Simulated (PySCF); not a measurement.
# How methods differ on the ionisation energy of Kr³³⁺

Kr³³⁺ [He] 2s1 (2S) → Kr³⁴⁺ 1s2 (1S), as a difference of total energies. Computed with PySCF 2.14 in an uncontracted even-tempered set (17 s from 11 bohr⁻², ratio 2.2; 8 p from 17 bohr⁻², ratio 2.4; 5 d from 52 bohr⁻², ratio 2.4; 5 f from 78 bohr⁻², ratio 2.4; 4 g from 120 bohr⁻², ratio 2.4), with the non-relativistic Hamiltonian (point nucleus). Correlated levels: nothing frozen; virtual orbitals above 40 to 60 times the deepest correlated orbital energy dropped. The calculations carry no spin-orbit coupling.

```json
{"method": "UHF", "ionisation energy (eV)": "4025.2", "difference from reference (eV)": "-83.9"}
{"method": "LDA", "ionisation energy (eV)": "4021.2", "difference from reference (eV)": "-87.9"}
{"method": "PBE", "ionisation energy (eV)": "4028.2", "difference from reference (eV)": "-80.9"}
{"method": "PBE0", "ionisation energy (eV)": "4027.5", "difference from reference (eV)": "-81.6"}
{"method": "r2SCAN", "ionisation energy (eV)": "4023.4", "difference from reference (eV)": "-85.7"}
{"method": "BLYP", "ionisation energy (eV)": "4028.6", "difference from reference (eV)": "-80.5"}
{"method": "M06-L", "ionisation energy (eV)": "4020.6", "difference from reference (eV)": "-88.5"}
{"method": "MP2 (all electrons)", "ionisation energy (eV)": "4025.4", "difference from reference (eV)": "-83.7"}
{"method": "SCS-MP2 (all electrons)", "ionisation energy (eV)": "4025.4", "difference from reference (eV)": "-83.7"}
```

Reference: 4109.1 eV (theoretical estimate listed by NIST; NIST Atomic Spectra Database, ionization energies).

The gap to the reference is mostly relativistic.
